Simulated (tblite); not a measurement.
C3H8O3SSi.
Numbering: `[O:1]=[S:2](=[O:3])([OH:4])[CH:5]1[CH2:6][SiH2:7][CH2:8]1` (hydrogens: H9 on O4; H10 on C5; H11, H12 on C6; H13, H14 on Si7; H15, H16 on C8)

Structure used (GFN2-xTB), in Å, numbered top down from 1:
```xyz
16
C3H8O3SSi angstrom
O     -0.6078   -1.2409    1.5626
S     -1.3352   -0.6926    0.4595
O     -2.0829   -1.5916   -0.3695
O     -2.4110    0.3792    1.0453
C     -0.2274    0.3517   -0.4795
C      0.9120   -0.5875   -0.8580
Si     1.8292   -0.0737    0.7473
C      0.4454    1.2399    0.5555
H     -3.2936    0.1474    0.7510
H     -0.8091    0.8117   -1.2743
H      1.3968   -0.2887   -1.7860
H      0.5779   -1.6165   -0.9642
H      1.8820   -0.9533    1.8963
H      3.1514    0.4904    0.4326
H      0.7649    2.1911    0.1324
H     -0.2002    1.4423    1.4049
```

Level: GFN2-xTB in tblite, geometry and Hessian alike; calculated harmonic values, unscaled, isolated species. This tight-binding method is rough: wavenumbers can miss measured ones by several per cent, in bad cases by 10 to 20. Modes of hydrogen on silicon can be 10 to 20 % off. One conformer, not necessarily the lowest.

Harmonic wavenumbers (cm⁻¹): 72.5, 98.1, 165.5, 190.8, 230.7, 281.4, 328.8, 390.1, 416.8, 451.2, 473.6, 509.5, 585.9, 613.5, 664.8, 681.8, 704.3, 728.8, 788.4, 794.9, 812.0, 884.4, 996.6, 1006.9, 1032.9, 1084.2, 1115.8, 1162.4, 1206.2, 1207.9, 1236.6, 1264.6, 1452.9, 1460.1, 2206.0, 2407.6, 2981.1, 2995.9, 3000.0, 3022.3, 3038.6, 3604.2.

A = 2926, B = 1178, C = 1129 MHz; mass 151.996 u (most abundant isotopes); point group C1, symmetry number 1.

Question: Zero-point energy?

Answer: ½Σν̃ = 24175 cm⁻¹ = 289.20 kJ/mol.

Question: Give the ideal-gas entropy at 350 K and 1 bar in the rigid-rotor, harmonic-oscillator model (classical rotation).

Answer: Translation 174.84, rotation 122.51, vibration 124.71: S = 422.1 J/(mol K).

Question: And Cp and H(350 K) − H(0)?

Answer: Cp = 180.76 J/(mol K), of which vibrations give 147.50 (their classical limit is 42 R = 349.2); H(350 K) − H(0) = 36.41 kJ/mol without the zero-point energy, 24.77 from vibrations.

Question: How do the functions run with temperature in this model?

Answer: 
```tsv
T (K)	S (J/(mol K))	Cp (J/(mol K))	H − H(0) (kJ/mol)	G − H(0) (kJ/mol)	ln q(vib)
100	278.2	68.9	4.79	-23.03	0.95
200	340.1	115.6	13.99	-54.04	2.97
300	395.7	160.9	27.86	-90.86	5.28
500	494.9	227.4	67.25	-180.20	10.16
800	615.0	282.2	144.57	-347.46	17.17
1000	680.6	304.6	203.38	-477.18	21.43
```

q(vib) and H(0) count from the zero-point level.

Question: Blend soft modes into free rotors: weight 1/[1 + (100 cm⁻¹/ν̃)⁴] for the oscillator and the rest for a rotor with moment μB/(μ + B), μ = h/(8π²ν), B = 10⁻⁴⁴ kg m². What vibrational entropy results?

Answer: 119.42 J/(mol K) in place of 124.71, which changes −T·S at 350 K by +1.85 kJ/mol.

Hindered rotation and anharmonicity are outside this model. Other conformers, if any are populated, would add a mixing term that is left out. The structure is chiral; the term R ln 2 for an equal mix with its mirror image is left out.
